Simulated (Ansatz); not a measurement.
Reaction (hydrogen abstraction from a Ga–H bond): `[SH][GaH][Cl]` + H• → `[SH][Ga][Cl]`• + H₂

Computed with Ansatz on PBE0-D4/def2-TZVP structures; ΔE is electronic, products minus reactants. CCSD(T)/CBS adds triple-zeta CCSD(T) − MP2 to the extrapolated MP2 energy (def2 sets, frozen cores). This one scheme is used for every species, atoms too. DFT in def2-TZVPP. B3LYP here is the variant with VWN-RPA as its local correlation; programs differ in this. No spin–orbit coupling; open shells (•) take unrestricted orbitals. Bonds to Ga are less sure, by a few kJ/mol each and by 10 to 20 or more in all where they break to atoms, as the def2 sets lack core-valence functions. Scalar relativity is left out up to krypton. One conformer a species, not always the lowest.

**Question.** Is it downhill or uphill in electronic energy at CCSD(T)/CBS, and by how much? (Estimate.)

**Answer.** Ansatz gave: Downhill: ΔE = -24.9 kcal/mol.

**Question.** What do these levels give: r2SCAN-D4, PBE, B3LYP, MP2/def2-TZVPP, HF/CBS(def2), MP2/CBS(def2)? (An estimate is asked.)

**Answer.** Ansatz gave: r2SCAN-D4 -28.3, PBE -28.2, B3LYP -30.9, MP2/def2-TZVPP -22.9, HF/CBS(def2) -20.6, MP2/CBS(def2) -22.3 kcal/mol.

**Question.** What do rigid-rotor, harmonic-oscillator terms from PBE0-D4/def2-TZVP frequencies (298.15 K, 1 bar) make of the CCSD(T)/CBS value? (Best estimate.)

**Answer.** The calculation gave: ΔZPE = +1.5 kcal/mol, ΔH = -22.9 kcal/mol, ΔS = 20 J/(mol·K), ΔG = -24.4 kcal/mol. Open shells count their whole term as degenerate.

Largest T1 diagnostic among the species: 0.015.

At CCSD(T), def2-SVP lies +1.9 kcal/mol from the extrapolated value and def2-TZVPP −0.6 kcal/mol. From BLYP to BHLYP (50 % exact exchange), in def2-TZVPP and without D4, ΔE moves by +5.3 kcal/mol.
